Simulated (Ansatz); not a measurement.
`C[SiH](N)Cl` + H₂S → `N[SiH](S)Cl` + CH₄ at 700 K and 1 bar (ligand exchange at the Si–C bond).

Isolated molecules relaxed with PBE0-D4/def2-TZVP in Ansatz; ΔE leaves out vibrations. CCSD(T)/CBS adds triple-zeta CCSD(T) − MP2 to the extrapolated MP2 energy (def2 sets, frozen cores). This one scheme is used for every species. Each species was taken in one conformer, which may not be the lowest.

```tsv
species	CCSD(T)/CBS energy (Eh)	H − E (kJ/mol)	S (J/(mol·K))
`C[SiH](N)Cl`	-845.32705	266.9	442.1
H₂S	-398.97279	64.8	236.9
`N[SiH](S)Cl`	-1203.86139	191.8	437.6
CH₄	-40.46206	145.9	224.0
```

H − E and S are ideal-gas, rigid-rotor, harmonic terms from PBE0-D4/def2-TZVP, for one conformer and one mirror image of each species. 1 Eh = 2625.50 kJ/mol, R = 8.31446 J/(mol·K).

Task: By hand: ΔE, ΔH, ΔS and ΔG.

Result: ΔE = (-1203.86139) + (-40.46206) − (-845.32705) − (-398.97279) = -0.02361 Eh = -62.0 kJ/mol. Δ(H − E) = 191.8 + 145.9 − 266.9 − 64.8 = 6.0, so ΔH = -56.0 kJ/mol. ΔS = 437.6 + 224.0 − 442.1 − 236.9 = -17.4 J/(mol·K). ΔG = -56.0 − 700 × (-17.4)/1000 = -43.8 kJ/mol.

Task: By hand: the equilibrium constant, and the temperature at which ΔG would vanish if ΔH and ΔS stayed fixed.

Result: log₁₀ K = −ΔG/(RT ln 10) = 3.3. ΔG = 0 at ΔH/ΔS = 3218 K, far beyond where these terms or the molecules hold.

ΔH outweighs TΔS. A doubt of 5 kJ/mol in ΔE shifts log₁₀ K by 0.4 here. Other conformers and mirror images would add mixing entropy, several J/(mol·K) or more a flexible species. These are equilibria of isolated gas molecules and say nothing of rates. Largest T1 diagnostic: 0.010 (customary marks: 0.02 for closed shells, 0.045 for open ones).
